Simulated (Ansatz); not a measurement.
Reaction (substitution at a C–C bond): `N#CCCl` + HI → `ClCI` + `C#N`

Program: Ansatz. Geometries: PBE0-D4/def2-TZVP. ΔE: electronic, gas phase. CCSD(T)/CBS is the MP2 limit (def2-TZVPP, def2-QZVPP) plus CCSD(T) − MP2 in def2-TZVPP, frozen cores. This one scheme is used for every species. DFT in def2-TZVPP. def2 core potentials past Kr. For I outer-core shells are correlated without core-valence functions, which leaves a few kJ/mol of doubt a bond.

| level | ΔE (kcal/mol) |
| --- | --- |
| revPBE-D4 | 6.7 |
| r2SCAN-D4 | 7.7 |
| PBE-QIDH | 8.0 |
| r2SCANh | 8.0 |
| CCSD(T)/def2-SVP | 11.6 |
| HF/def2-TZVPP | 9.7 |
| MP2/def2-QZVPP | 4.7 |
| CCSD/CBS(def2) | 5.6 |

(1) What does CCSD(T)/CBS give? (An estimate is asked.)

(2) What do rigid-rotor, harmonic-oscillator terms from PBE0-D4/def2-TZVP frequencies (298.15 K, 1 bar) make of the CCSD(T)/CBS value? (Best estimate.)

Largest T1 diagnostic among the species: 0.014.

Answers

(1) The calculation gave: +4.9 kcal/mol. The listed levels differ from it by 1.8, 2.8, 3.1, 3.1, 6.7, 4.8, -0.2, 0.7 kcal/mol.

(2) Computed: ΔZPE = +1.5 kcal/mol, ΔH = +6.2 kcal/mol, ΔS = 5 J/(mol·K), ΔG = +5.9 kcal/mol.

From r2SCAN to r2SCAN0 (25 % exact exchange), in def2-TZVPP and without D4, ΔE moves by +0.7 kcal/mol. Leaving LDA and LC-ωPBE aside and taking each functional with its dispersion term where it has one, the values, not all of them listed here, spread over 2.7 kcal/mol, from BLYP-D4 to B97M-V. LDA lies +2.3 kcal/mol from PBE without D4. The D4 term adds −0.8 kcal/mol with B3LYP and −0.4 kcal/mol with PBE0; it sums over pairs of atoms, weighted by their polarisabilities, and B3LYP, whose exchange is more repulsive, gets the larger term.

B3LYP here is the variant with VWN-RPA as its local correlation; programs differ in this.
